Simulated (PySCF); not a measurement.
HgCl, SMILES [Cl][Hg] (connectivity only; charge and spin as stated), neutral, multiplicity 2. Coordinates come from a B3LYP-D3(BJ)/def2-TZVPD optimisation. The multiplicity is an assumed one; other spin states were not compared. The def2 effective core potentials stand for the cores of Hg; spin–orbit coupling is left out.

Calculation: B3LYP-D3(BJ)/def2-TZVPD run with PySCF 2.14.0.

Harmonic wavenumbers (cm⁻¹): 237. Rotational constants (GHz): 2.770 (linear); symmetry number 1.

Problem. Work out the zero-point energy and the ideal-gas rigid-rotor harmonic-oscillator thermochemistry at 298.15 K and 1 atm.

Solution. ZPE = ½ Σ hcν = ½ × 237 cm⁻¹ = 0.34 kcal/mol. H − E(el) = 2.73 kcal/mol. Entropy in cal/(mol K): translation 42.28, rotation 17.32, vibration 1.83, spin 1.38, total 62.80. G − E(el) = -16.00 kcal/mol. Cp = 8.74 cal/(mol K).
